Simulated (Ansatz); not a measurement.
A run for Ansatz (a quantum-chemistry and plane-wave program): U-CCSD(T)/6-31G on GaP, 2S+1 = 3, a point of a bond scan (R = 3.385 Å). The run froze 19 orbitals, filled d shells among them.

Ansatz 0.2 input:
```yaml
crystal:
  periodic: [false, false, false]
  atoms:
    - {symbol: Ga, position_ang: [-0.00000000, -0.00000000, -0.73586092]}
    - {symbol: P, position_ang: [0.00000000, 0.00000000, 2.64909929]}
basis:
  gaussian:
    orbitals: 6-31G
magnetization: {spin_polarized: true, initial_magnetization: 2}
correlation: {method: ccsd_t, electrons: outside_noble_gas}
scf: {omitted_lower_state_checks: [cluster_reference]}
```

The log:

```
WARN ansatz: RAYON_NUM_THREADS=1 ignored (pool sized by the plan → 1); use --threads N
Functional definition: HF
these checks for a lower state are left out or cut short: cluster_reference
integrals: 0.02 GiB planned
390 factors; integrals over basis functions are off by at most 4.8e-4 eV
mean field: 0.11 GiB planned
mean field evaluation 1: about -61594.0797 eV, gradient 7.0e0 eV
mean field evaluation 2: about -61594.0808 eV, gradient 7.0e0 eV
mean field evaluation 4: about -61595.0454 eV, gradient 1.3e0 eV
mean field evaluation 8: about -61595.3989 eV, gradient 1.1e0 eV
mean field evaluation 16: about -61595.4472 eV, gradient 2.7e-6 eV
mean field evaluation 32: about -61595.2578 eV, gradient 1.7e-2 eV
mean field evaluation 64: about -61595.4444 eV, gradient 1.3e-1 eV
mean field evaluation 96: about -61595.2596 eV, gradient 5.7e-3 eV
mean field evaluation 128: about -61595.2578 eV, gradient 4.4e-6 eV
mean field -61595.44716318 eV, -2263.5909323532 hartree, gradient 2.7e-6 eV, S^2 2.626948; 11 other end points of the search recorded, 0 dependent functions left out
19 core orbitals not correlated
reference -61595.44716318 eV, -2263.5909323532 hartree; 5, 3 occupied and 18, 20 virtual orbitals, 390 factors
second order -1.00901000 eV of doubles, -0.00000000 eV of singles
coupled cluster: 0.06 GiB planned
cycle   1  -1.31920723 eV  change   -3.1e-1 eV  update   7.3e-2
cycle   2  -1.54386146 eV  change   -2.2e-1 eV  update   4.6e-2
cycle   3  -1.60427010 eV  change   -6.0e-2 eV  update   3.0e-2
cycle   4  -1.67355790 eV  change   -6.9e-2 eV  update   1.8e-2
cycle   5  -1.68827156 eV  change   -1.5e-2 eV  update   1.0e-2
cycle   6  -1.69334012 eV  change   -5.1e-3 eV  update   7.5e-3
cycle   7  -1.71538832 eV  change   -2.2e-2 eV  update   5.4e-3
cycle   8  -1.71316466 eV  change    2.2e-3 eV  update   2.6e-3
cycle   9  -1.71410555 eV  change   -9.4e-4 eV  update   1.4e-3
cycle  10  -1.71587011 eV  change   -1.8e-3 eV  update   5.4e-4
cycle  11  -1.71563148 eV  change    2.4e-4 eV  update   2.4e-4
cycle  12  -1.71562508 eV  change    6.4e-6 eV  update   1.2e-4
cycle  13  -1.71554089 eV  change    8.4e-5 eV  update   6.3e-5
cycle  14  -1.71554718 eV  change   -6.3e-6 eV  update   3.1e-5
cycle  15  -1.71556639 eV  change   -1.9e-5 eV  update   1.5e-5
cycle  16  -1.71556559 eV  change    8.0e-7 eV  update   6.5e-6
coupled cluster: 0.06 GiB planned
perturbative correction -0.03524672 eV, -0.0012952931 hartree
Total energy: -61597.19797549 eV, -2263.6552735190 hartree
Checks for a lower state left out: cluster_reference
```

The calculation finished and met its thresholds. Its determinant has ⟨S²⟩ = 2.63, a mixture of spin states.

Cost: around 1.8 core-seconds (rough).
